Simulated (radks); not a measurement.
Values are calculated unless marked as measured or tabulated.
Ru41+, configuration [He] 2s1. Code: a radial shooting solver on a logarithmic mesh with Libxc functionals. Model: scalar-relativistic Kohn-Sham, LB94 model potential, spin-polarised, spherical densities, finite nucleus; open shells are filled with parallel spins first (spin-orbit coupling, left out, can overturn this in heavy ions); Fermi nuclear charge, rms radius 4.4809 fm.

Normalised radial functions P(r) = r R(r), r in bohr:

r	2s down	2s up
0.001142	0.2669	0.2650
0.001384	0.3166	0.3143
0.001676	0.3746	0.3719
0.002015	0.4390	0.4358
0.002442	0.5162	0.5125
0.002958	0.6043	0.5999
0.003585	0.7037	0.6986
0.004309	0.8093	0.8034
0.005221	0.9289	0.9222
0.006326	1.0556	1.0479
0.007665	1.1846	1.1760
0.009287	1.3084	1.2988
0.01116	1.4120	1.4015
0.01353	1.4897	1.4786
0.01639	1.5171	1.5056
0.01986	1.4703	1.4589
0.02387	1.3313	1.3206
0.02892	1.0633	1.0542
0.03505	0.6513	0.6448
0.04246	0.0922	0.0894
0.05145	-0.5907	-0.5888
0.06185	-1.3068	-1.2997
0.07494	-2.0243	-2.0125
0.0908	-2.5882	-2.5750
0.11	-2.8749	-2.8658
0.1322	-2.8176	-2.8163
0.1602	-2.4228	-2.4297
0.1942	-1.7997	-1.8108
0.2352	-1.1302	-1.1407
0.285	-0.5828	-0.5898
0.3426	-0.2481	-0.2517
0.4151	-0.0775	-0.0788

2s down (empty): eigenvalue -6325.5 eV, 1 radial node at r = 0.0437 bohr, <r> = 0.135 bohr, 90 % of the charge inside 0.206 bohr. 2s up: eigenvalue -6310.2 eV, 1 radial node at r = 0.0436 bohr, <r> = 0.136 bohr, 90 % of the charge inside 0.207 bohr.
